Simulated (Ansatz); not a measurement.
A series at Sn: from `N#[C][Sn]([Cl])([C]#N)[C]#N`, ligands are replaced one by one, each step taking up HCl and setting free `C#N`; n counts the steps. Ansatz, PBE0-D4/def2-TZVP geometries.

CBS adds triple-zeta CCSD(T) − MP2 to the MP2 limit, frozen cores; atoms without spin–orbit coupling. Elements past krypton have def2 core potentials. Outer-core shells of Sn are correlated without core-valence functions. Spin–orbit coupling is left out.

```csv
n,molecule,"atomization energy, CCSD(T)/CBS (kJ/mol)"
0,`N#[C][Sn]([Cl])([C]#N)[C]#N`,3665.1
1,`N#[C][Sn]([Cl])([Cl])[C]#N`,2890.2
2,`N#[C][Sn]([Cl])([Cl])[Cl]`,?
3,`[Cl][Sn]([Cl])([Cl])[Cl]`,1340.4
```

By hand: fit a straight line y = ȳ + b (n − n̄) to the 3 given rows and predict n = 2.

n̄ = 1.333, ȳ = 2631.90; Σ(n − n̄)(y − ȳ) = -3616.20, Σ(n − n̄)² = 4.667, so b = -774.84 kJ/mol a step. Prediction: 2631.90 + (-774.84) × (0.667) = 2115.1 kJ/mol.

By hand: compare with the computed value, 2115.5 kJ/mol, and give the steps along the whole series.

The line misses by 0.4 kJ/mol (computed minus predicted). Steps: -774.9, -774.7, -775.1 kJ/mol.

The steps differ by at most 0.4 kJ/mol, 0.1 % of a mean step, so the ligands' effects nearly add and a line is close. The miss is 0.0 % of the series' range. The energies themselves are unsure by some kJ/mol a bond, though much of that is common to the series.
